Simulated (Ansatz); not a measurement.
The lowest singlet and triplet of SiH2 (SMILES [SiH2]); geometries from B3LYP-D3(BJ)/def2-TZVP, each state relaxed from the structure named, with no frequency check.
Singlet (charge 0, multiplicity 1):
```xyz
3

Si    -0.00044     0.13285     0.00000
H     -1.08803    -0.93358     0.00000
H      1.09418    -0.92637     0.00000
```

A positive gap puts the triplet lower; no zero-point energy. R- takes a restricted singlet. U- takes an unrestricted singlet (broken symmetry where lower, unprojected). The triplet is unrestricted in single-reference levels. Active spaces average the two states.

Correlated levels freeze the cores.

Run with Ansatz (a quantum-chemistry and plane-wave program) with Gaussian orbitals. Values without a source in brackets are computed.

Q: What is the computed gap E(singlet) − E(triplet), vertical, at the singlet's geometry (U-SCS-MP2/cc-pV(T+d)Z (spin-contaminated))?

A: -25.2 kcal/mol

Q: What is the computed gap E(singlet) − E(triplet), vertical, at the singlet's geometry (R-PBE0/def2-TZVPP)?

A: -23.9 kcal/mol

Q: Give the gap E(singlet) − E(triplet), vertical, at the singlet's geometry at the level FIC-MRCISD+Q on SA-CASSCF(6,6)/cc-pV(Q+d)Z.

A: -29.3 kcal/mol
